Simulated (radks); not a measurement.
Question: Calculated with a radial shooting solver on a logarithmic mesh with Libxc functionals: scalar-relativistic Kohn-Sham, PBE, spin-polarised, spherical densities, finite nucleus; open shells are filled with parallel spins first; Fermi nuclear charge, rms radius of each element as measured or else 0.836 A^(1/3) + 0.57 fm. Each species is in its NIST ground configuration. Rank Al3+, Ar3+, Mg3+, P3+, Si3+, S3+, Cl3+ by radius at which the density is 0.001 e/bohr^3 (bohr), largest first.

Answer: S3+ 3.10, P3+ 3.08, Cl3+ 3.04, Si3+ 3.02, Ar3+ 2.96, Mg3+ 2.04, Al3+ 1.98.
